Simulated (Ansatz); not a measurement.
`CCO[SiH3]`, charge 0, multiplicity 1.

Give a relaxed structure at PBE0-D4/def2-TZVP (the Gaussian-basis code of Ansatz). (Estimate.)

Ansatz gave: 
Z-matrix (Å, degrees):
```
C
C 1 1.508
H 1 1.092 2 110.5
H 1 1.093 2 110.4 3 120.1
H 1 1.092 2 110.5 3 -119.9
O 2 1.416 1 109.3 3 59.9
H 2 1.099 1 110.3 3 -60.9
H 2 1.099 1 110.3 3 -179.2
Si 6 1.642 2 122.3 1 -180.0
H 9 1.491 6 111.0 2 59.9
H 9 1.481 6 106.6 2 -180.0
H 9 1.491 6 111.0 2 -59.9
```
Point group Cs.
This is one stationary point; other conformers may exist.
